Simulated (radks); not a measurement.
Removal energies from the copper ion Cu12+, [Ne] 3s2 3p5, by Delta-SCF beside the eigenvalue of the level emptied. Method: scalar-relativistic Kohn-Sham, BLYP, spin-polarised, spherical densities, finite nucleus; Fermi nuclear charge, rms radius of each element as measured or else 0.836 A^(1/3) + 0.57 fm; computed with a radial shooting solver on a logarithmic mesh with Libxc functionals. Open shells are filled with parallel spins first.

removed from   final configuration  Delta-SCF (eV)  -eigenvalue (eV)
3p                    [Ne] 3s2 3p4          401.72            384.90
3s                    [Ne] 3s1 3p5          446.09            429.42
2p            [He] 2s2 2p5 3s2 3p5          1337.2            1290.3
2s            [He] 2s1 2p6 3s2 3p5          1475.8            1435.0
